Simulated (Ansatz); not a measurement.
Geometry optimisation of Mg₂Zn₂.

```yaml
crystal:
  periodic: [false, false, false]
  atoms:
    - {symbol: Mg, position_ang: [-1.245451, 0.013049, -1.329786]}
    - {symbol: Mg, position_ang: [1.735960, 0.026549, -0.552736]}
    - {symbol: Zn, position_ang: [-0.257445, 1.276543, 0.965391]}
    - {symbol: Zn, position_ang: [-0.233064, -1.316152, 0.917130]}
basis:
  gaussian: {orbitals: def2-SVP}
magnetization: {spin_polarized: true, initial_magnetization: 4}
hamiltonian: {xc: pbe}
scf: {omitted_lower_state_checks: [starts]}
output: {orbitals: {seedname: orbitals}}
relax: {f_tol: 0.02, max_steps: 100}
```

```sh
$ ansatz run in.yaml --threads 2 --pin off --events-out ev --progress --plain --max-ram 4352MiB
```

It prints (some lines left out):

```
Functional definition: PBE
mean field -107685.85787324 eV, -3957.3822847453 hartree, gradient 7.2e-6 eV, S^2 6.004273; 0 other end points of the search recorded, 0 dependent functions left out
relax step   1: F+E_penalty+E_count = -107685.85787324 eV  Δ(F+E_penalty+E_count) = +0.000e0 eV  max|allowed force component| = 5.160e-1 eV/Å  Δτ_max = 0.0000 Å  (39 SCF iters, accepted)
mean field -107686.00627986 eV, -3957.3877385883 hartree, gradient 2.1e-5 eV, S^2 6.004385; 0 other end points of the search recorded, 0 dependent functions left out
relax step   2: F+E_penalty+E_count = -107686.00627986 eV  Δ(F+E_penalty+E_count) = -1.484e-1 eV  max|allowed force component| = 1.850e-1 eV/Å  Δτ_max = 0.1848 Å  (39 SCF iters, accepted)
mean field -107686.04362050 eV, -3957.3891108312 hartree, gradient 8.8e-6 eV, S^2 6.004533; 0 other end points of the search recorded, 0 dependent functions left out
relax step   3: F+E_penalty+E_count = -107686.04362050 eV  Δ(F+E_penalty+E_count) = -3.734e-2 eV  max|allowed force component| = 8.141e-2 eV/Å  Δτ_max = 0.1772 Å  (42 SCF iters, accepted)
mean field -107686.04369345 eV, -3957.3891135123 hartree, gradient 9.0e-6 eV, S^2 6.004533; 0 other end points of the search recorded, 0 dependent functions left out
relax step   4: F+E_penalty+E_count = -107686.04369345 eV  Δ(F+E_penalty+E_count) = -7.296e-5 eV  max|allowed force component| = 8.112e-2 eV/Å  Δτ_max = 0.0029 Å  (33 SCF iters, accepted)
mean field -107686.04494129 eV, -3957.3891593694 hartree, gradient 7.5e-6 eV, S^2 6.004557; 0 other end points of the search recorded, 0 dependent functions left out
relax step   5: F+E_penalty+E_count = -107686.04494129 eV  Δ(F+E_penalty+E_count) = -1.248e-3 eV  max|allowed force component| = 3.660e-2 eV/Å  Δτ_max = 0.0152 Å  (38 SCF iters, accepted)
mean field -107686.04516587 eV, -3957.3891676229 hartree, gradient 1.1e-5 eV, S^2 6.004561; 0 other end points of the search recorded, 0 dependent functions left out
relax step   6: F+E_penalty+E_count = -107686.04516587 eV  Δ(F+E_penalty+E_count) = -2.246e-4 eV  max|allowed force component| = 7.913e-3 eV/Å  Δτ_max = 0.0071 Å  (41 SCF iters, accepted)
mean field -107686.04518935 eV, -3957.3891684855 hartree, gradient 2.0e-5 eV, S^2 6.004565; 0 other end points of the search recorded, 0 dependent functions left out
relax step   7: F+E_penalty+E_count = -107686.04518935 eV  Δ(F+E_penalty+E_count) = -2.347e-5 eV  max|allowed force component| = 1.169e-3 eV/Å  Δτ_max = 0.0033 Å  (34 SCF iters, accepted)
mean field -107686.04519099 eV, -3957.3891685457 hartree, gradient 1.8e-5 eV, S^2 6.004565; 0 other end points of the search recorded, 0 dependent functions left out
relax step   8: F+E_penalty+E_count = -107686.04519099 eV  Δ(F+E_penalty+E_count) = -1.639e-6 eV  max|allowed force component| = 2.005e-3 eV/Å  Δτ_max = 0.0003 Å  (29 SCF iters, accepted)
mean field -107686.04519947 eV, -3957.3891688574 hartree, gradient 1.3e-5 eV, S^2 6.004564; 0 other end points of the search recorded, 0 dependent functions left out
relax step   9: F+E_penalty+E_count = -107686.04519947 eV  Δ(F+E_penalty+E_count) = -8.481e-6 eV  max|allowed force component| = 4.249e-3 eV/Å  Δτ_max = 0.0009 Å  (34 SCF iters, accepted)
mean field -107686.04526543 eV, -3957.3891712814 hartree, gradient 1.3e-5 eV, S^2 6.004566; 0 other end points of the search recorded, 0 dependent functions left out
relax step  10: F+E_penalty+E_count = -107686.04526543 eV  Δ(F+E_penalty+E_count) = -6.596e-5 eV  max|allowed force component| = 1.153e-2 eV/Å  Δτ_max = 0.0030 Å  (33 SCF iters, accepted)
mean field -107686.04580954 eV, -3957.3891912770 hartree, gradient 2.0e-5 eV, S^2 6.004563; 0 other end points of the search recorded, 0 dependent functions left out
relax step  11: F+E_penalty+E_count = -107686.04580954 eV  Δ(F+E_penalty+E_count) = -5.441e-4 eV  max|allowed force component| = 3.171e-2 eV/Å  Δτ_max = 0.0086 Å  (36 SCF iters, accepted)
mean field -107686.04978231 eV, -3957.3893372738 hartree, gradient 8.7e-6 eV, S^2 6.004588; 0 other end points of the search recorded, 0 dependent functions left out
relax step  12: F+E_penalty+E_count = -107686.04978231 eV  Δ(F+E_penalty+E_count) = -3.973e-3 eV  max|allowed force component| = 8.683e-2 eV/Å  Δτ_max = 0.0228 Å  (42 SCF iters, accepted)
mean field -107686.07333896 eV, -3957.3902029648 hartree, gradient 1.7e-5 eV, S^2 6.004795; 0 other end points of the search recorded, 0 dependent functions left out
relax step  13: F+E_penalty+E_count = -107686.07333896 eV  Δ(F+E_penalty+E_count) = -2.356e-2 eV  max|allowed force component| = 1.553e-1 eV/Å  Δτ_max = 0.0632 Å  (40 SCF iters, accepted)
mean field -107686.16600783 eV, -3957.3936084827 hartree, gradient 1.2e-5 eV, S^2 6.006400; 0 other end points of the search recorded, 0 dependent functions left out
relax step  14: F+E_penalty+E_count = -107686.16600783 eV  Δ(F+E_penalty+E_count) = -9.267e-2 eV  max|allowed force component| = 3.131e-1 eV/Å  Δτ_max = 0.1945 Å  (42 SCF iters, accepted)
mean field -107686.22561357 eV, -3957.3957989535 hartree, gradient 1.3e-5 eV, S^2 6.006237; 0 other end points of the search recorded, 0 dependent functions left out
relax step  15: F+E_penalty+E_count = -107686.22561357 eV  Δ(F+E_penalty+E_count) = -5.961e-2 eV  max|allowed force component| = 2.566e-1 eV/Å  Δτ_max = 0.1918 Å  (41 SCF iters, accepted)
mean field -107686.24764969 eV, -3957.3966087658 hartree, gradient 1.5e-5 eV, S^2 6.006047; 0 other end points of the search recorded, 0 dependent functions left out
relax step  16: F+E_penalty+E_count = -107686.24764969 eV  Δ(F+E_penalty+E_count) = -2.204e-2 eV  max|allowed force component| = 1.682e-1 eV/Å  Δτ_max = 0.0914 Å  (35 SCF iters, accepted)
mean field -107686.26978164 eV, -3957.3974221001 hartree, gradient 1.5e-5 eV, S^2 6.005414; 0 other end points of the search recorded, 0 dependent functions left out
relax step  17: F+E_penalty+E_count = -107686.26978164 eV  Δ(F+E_penalty+E_count) = -2.213e-2 eV  max|allowed force component| = 4.444e-2 eV/Å  Δτ_max = 0.1963 Å  (41 SCF iters, accepted)
mean field -107686.27159504 eV, -3957.3974887412 hartree, gradient 1.4e-5 eV, S^2 6.005289; 0 other end points of the search recorded, 0 dependent functions left out
relax step  18: F+E_penalty+E_count = -107686.27159504 eV  Δ(F+E_penalty+E_count) = -1.813e-3 eV  max|allowed force component| = 3.079e-2 eV/Å  Δτ_max = 0.0785 Å  (38 SCF iters, accepted)
mean field -107686.27190978 eV, -3957.3975003078 hartree, gradient 4.0e-6 eV, S^2 6.005289; 0 other end points of the search recorded, 0 dependent functions left out
relax step  19: F+E_penalty+E_count = -107686.27190978 eV  Δ(F+E_penalty+E_count) = -3.147e-4 eV  max|allowed force component| = 7.589e-3 eV/Å  Δτ_max = 0.0061 Å  (37 SCF iters, accepted)
mean field -107686.27199048 eV, -3957.3975032734 hartree, gradient 1.4e-5 eV, S^2 6.005285; 0 other end points of the search recorded, 0 dependent functions left out
[...]
relax step  23: F+E_penalty+E_count = -107686.27793887 eV  Δ(F+E_penalty+E_count) = -5.626e-3 eV  max|allowed force component| = 3.646e-2 eV/Å  Δτ_max = 0.1920 Å  (42 SCF iters, accepted)
mean field -107686.28380772 eV, -3957.3979375487 hartree, gradient 1.7e-5 eV, S^2 6.004609; 0 other end points of the search recorded, 0 dependent functions left out
relax step  24: F+E_penalty+E_count = -107686.28380772 eV  Δ(F+E_penalty+E_count) = -5.869e-3 eV  max|allowed force component| = 9.181e-2 eV/Å  Δτ_max = 0.1951 Å  (43 SCF iters, accepted)
mean field -107686.29140231 eV, -3957.3982166448 hartree, gradient 1.3e-5 eV, S^2 6.004529; 0 other end points of the search recorded, 0 dependent functions left out
relax step  25: F+E_penalty+E_count = -107686.29140231 eV  Δ(F+E_penalty+E_count) = -7.595e-3 eV  max|allowed force component| = 1.005e-1 eV/Å  Δτ_max = 0.1951 Å  (43 SCF iters, accepted)
mean field -107686.29653754 eV, -3957.3984053613 hartree, gradient 1.6e-5 eV, S^2 6.004670; 0 other end points of the search recorded, 0 dependent functions left out
relax step  26: F+E_penalty+E_count = -107686.29653754 eV  Δ(F+E_penalty+E_count) = -5.135e-3 eV  max|allowed force component| = 5.186e-2 eV/Å  Δτ_max = 0.0791 Å  (37 SCF iters, accepted)
mean field -107686.30049861 eV, -3957.3985509280 hartree, gradient 2.9e-5 eV, S^2 6.004934; 0 other end points of the search recorded, 0 dependent functions left out
relax step  27: F+E_penalty+E_count = -107686.30049861 eV  Δ(F+E_penalty+E_count) = -3.961e-3 eV  max|allowed force component| = 4.624e-2 eV/Å  Δτ_max = 0.1301 Å  (38 SCF iters, accepted)
mean field -107686.30327486 eV, -3957.3986529533 hartree, gradient 2.0e-5 eV, S^2 6.005321; 0 other end points of the search recorded, 0 dependent functions left out
relax step  28: F+E_penalty+E_count = -107686.30327486 eV  Δ(F+E_penalty+E_count) = -2.776e-3 eV  max|allowed force component| = 3.788e-2 eV/Å  Δτ_max = 0.1188 Å  (41 SCF iters, accepted)
mean field -107686.30588221 eV, -3957.3987487714 hartree, gradient 1.4e-5 eV, S^2 6.005675; 0 other end points of the search recorded, 0 dependent functions left out
relax step  29: F+E_penalty+E_count = -107686.30588221 eV  Δ(F+E_penalty+E_count) = -2.607e-3 eV  max|allowed force component| = 4.197e-2 eV/Å  Δτ_max = 0.1217 Å  (41 SCF iters, accepted)
mean field -107686.30907966 eV, -3957.3988662754 hartree, gradient 1.6e-5 eV, S^2 6.005947; 0 other end points of the search recorded, 0 dependent functions left out
relax step  30: F+E_penalty+E_count = -107686.30907966 eV  Δ(F+E_penalty+E_count) = -3.197e-3 eV  max|allowed force component| = 1.222e-1 eV/Å  Δτ_max = 0.1945 Å  (43 SCF iters, accepted)
mean field -107686.31910057 eV, -3957.3992345372 hartree, gradient 1.1e-5 eV, S^2 6.005733; 0 other end points of the search recorded, 0 dependent functions left out
relax step  31: F+E_penalty+E_count = -107686.31910057 eV  Δ(F+E_penalty+E_count) = -1.002e-2 eV  max|allowed force component| = 1.908e-1 eV/Å  Δτ_max = 0.1326 Å  (45 SCF iters, accepted)
mean field -107686.35713245 eV, -3957.4006321830 hartree, gradient 1.7e-5 eV, S^2 6.005202; 0 other end points of the search recorded, 0 dependent functions left out
relax step  32: F+E_penalty+E_count = -107686.35713245 eV  Δ(F+E_penalty+E_count) = -3.803e-2 eV  max|allowed force component| = 2.399e-1 eV/Å  Δτ_max = 0.1901 Å  (44 SCF iters, accepted)
mean field -107686.41765356 eV, -3957.4028562930 hartree, gradient 2.3e-5 eV, S^2 6.004825; 0 other end points of the search recorded, 0 dependent functions left out
relax step  33: F+E_penalty+E_count = -107686.41765356 eV  Δ(F+E_penalty+E_count) = -6.052e-2 eV  max|allowed force component| = 1.300e-1 eV/Å  Δτ_max = 0.1933 Å  (44 SCF iters, accepted)
mean field -107686.43666633 eV, -3957.4035549993 hartree, gradient 1.2e-5 eV, S^2 6.004590; 0 other end points of the search recorded, 0 dependent functions left out
relax step  34: F+E_penalty+E_count = -107686.43666633 eV  Δ(F+E_penalty+E_count) = -1.901e-2 eV  max|allowed force component| = 6.497e-2 eV/Å  Δτ_max = 0.1929 Å  (47 SCF iters, accepted)
mean field -107686.44030782 eV, -3957.4036888216 hartree, gradient 2.1e-5 eV, S^2 6.004652; 0 other end points of the search recorded, 0 dependent functions left out
relax step  35: F+E_penalty+E_count = -107686.44030782 eV  Δ(F+E_penalty+E_count) = -3.641e-3 eV  max|allowed force component| = 1.325e-2 eV/Å  Δτ_max = 0.0490 Å  (41 SCF iters, accepted)
mean field -107686.44030782 eV, -3957.4036888216 hartree, gradient 2.1e-5 eV, S^2 6.004652; 0 other end points of the search recorded, 0 dependent functions left out
Total energy: -107686.44035268 eV, -3957.4036904703 hartree
Atom 0 at    -1.471385     1.212638    -1.614665 Å, force     0.006218    -0.010829     0.013254 eV/Å
Atom 1 at     1.432650     0.041952    -0.590773 Å, force     0.000178     0.005155    -0.006517 eV/Å
Atom 2 at    -1.024004    -0.089174     0.509935 Å, force    -0.008126     0.011067    -0.011809 eV/Å
Atom 3 at     1.062738    -1.165427     1.695502 Å, force     0.001730    -0.005392     0.005072 eV/Å
Dipole moment:    -0.066001    -0.026481     0.075115 e Å
Checks for a lower state left out: starts
```

Run time 3.1 min (2 threads of Arm Neoverse V1 on a shared host).

At PBE/def2-SVP a singlet of charge 0 lies 3.18 eV below the quintet, each at its own geometry. The structure comes from a short search, and lower isomers may exist.
